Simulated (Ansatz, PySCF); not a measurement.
Spin states of O2Ti (SMILES [O]=[Ti]=[O]), each relaxed with B3LYP-D3(BJ)/def2-TZVP.
State 1 (charge 0, multiplicity 1):
| atom | x (Å) | y (Å) | z (Å) |
|---|---|---|---|
| Ti | 0.3570 | -0.2962 | 0.3532 |
| O | 0.8362 | 0.3370 | -1.0827 |
| O | -1.2264 | 0.0066 | 0.6591 |
State 2 (charge 0, multiplicity 3):
```xyz
3

Ti     0.45942    -0.33411     0.36740
O      0.80335     0.34009    -1.07039
O     -1.29594     0.04139     0.63267
```

Singlets are restricted, other states unrestricted; no spin–orbit coupling, no relativity up to Kr; see below for the cores. The largest T1 diagnostic is 0.098.

Correlated levels freeze the inner cores; with def2 sets outer-core shells near the valence are correlated too.

Run with Ansatz (Gaussian orbitals); PySCF for the dispersion terms. Each number belongs to the level named beside it.

PBE/def2-TZVPP gives 2.255 eV for the energy of the multiplicity-3 state less that of the multiplicity-1 state.

Where do these levels fall relative to PBE: PBE-D3(BJ)/def2-TZVPP, r2SCAN/def2-TZVPP, B3LYP/def2-TZVPP, wB97M-V/def2-TZVPP, B2PLYP/def2-TZVPP, CCSD(T)/def2-SVP.

PBE-D3(BJ)/def2-TZVPP 0.000; r2SCAN/def2-TZVPP -0.158; B3LYP/def2-TZVPP -0.246; wB97M-V/def2-TZVPP -0.143; B2PLYP/def2-TZVPP 0.335; CCSD(T)/def2-SVP 0.015 eV. 3 of 6 lie above PBE; the widest gap is to B2PLYP/def2-TZVPP.

Doubts at one or more of the structures used: T1 above 0.05 (CCSD(T)/def2-SVP).

Ansatz is a program for electronic structure.
